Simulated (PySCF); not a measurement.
Isomers of C6H6OS.

All values: PBE0/pcSseg-1 (PySCF) at GFN2-xTB geometries, gas phase, one conformer each.

Problem. Rank by the lowest IAO charge on any atom, lowest value first.
A. `C1(C=CC([C@@H]1C)=O)=S`
B. `[CH3:1][C:2](=[S:3])[c:4]1[cH:5][cH:6][cH:7][o:8]1` with C1–C2–C4–C5 180°
C. `[CH3:1][C:2](=[O:3])[c:4]1[cH:5][cH:6][cH:7][s:8]1` with C1–C2–C4–C5 178°

Solution. C (-0.484 e), B (-0.434 e), A (-0.409 e).

Problem. Rank by the highest IAO charge on any atom, lowest value first.
A. `[CH3:1][C:2](=[O:3])[c:4]1[cH:5][cH:6][s:7][cH:8]1` with C1–C2–C4–C5 0°
B. `[CH3:1][C:2](=[S:3])[c:4]1[cH:5][cH:6][cH:7][o:8]1` with C1–C2–C4–C5 180°
C. `C1(=S)[C@@H](C)C(=O)C=C1`

Solution. B (+0.189 e), C (+0.367 e), A (+0.383 e).

Problem. Rank by HOMO–LUMO gap, lowest first.
A. `[CH3:1][C:2](=[O:3])[c:4]1[cH:5][cH:6][s:7][cH:8]1` with C1–C2–C4–C5 0°
B. `C[C@H]1C(=O)C=CC1=S`
C. `[CH3:1][C:2](=[S:3])[c:4]1[cH:5][cH:6][cH:7][o:8]1` with C1–C2–C4–C5 180°
D. `[CH3:1][C:2](=[O:3])[c:4]1[cH:5][cH:6][cH:7][s:8]1` with C1–C2–C4–C5 178°

Solution. B (3.42 eV), C (3.81 eV), D (5.47 eV), A (5.81 eV).

All values together:

```csv
SMILES,μ (D),HOMO (eV),LUMO (eV),lowest IAO charge (e),highest IAO charge (e),lowest Hirshfeld charge (e),highest Hirshfeld charge (e)
CC(=O)c1ccsc1,3.15,-7.31,-1.50,-0.479 (C),+0.383 (C),-0.242 (O),+0.158 (C)
CC(=S)c1ccco1,3.63,-6.28,-2.46,-0.434 (C),+0.189 (H),-0.147 (S),+0.071 (H)
CC(=O)c1cccs1,3.09,-7.32,-1.85,-0.484 (C),+0.378 (C),-0.240 (O),+0.147 (C)
C[C@H]1C(=O)C=CC1=S,1.42,-6.82,-3.41,-0.409 (C),+0.367 (C),-0.226 (O),+0.154 (C)
```

Conformers: `[CH3:1][C:2](=[O:3])[c:4]1[cH:5][cH:6][s:7][cH:8]1` with C1–C2–C4–C5 0°; `[CH3:1][C:2](=[S:3])[c:4]1[cH:5][cH:6][cH:7][o:8]1` with C1–C2–C4–C5 180°; `[CH3:1][C:2](=[O:3])[c:4]1[cH:5][cH:6][cH:7][s:8]1` with C1–C2–C4–C5 178°.
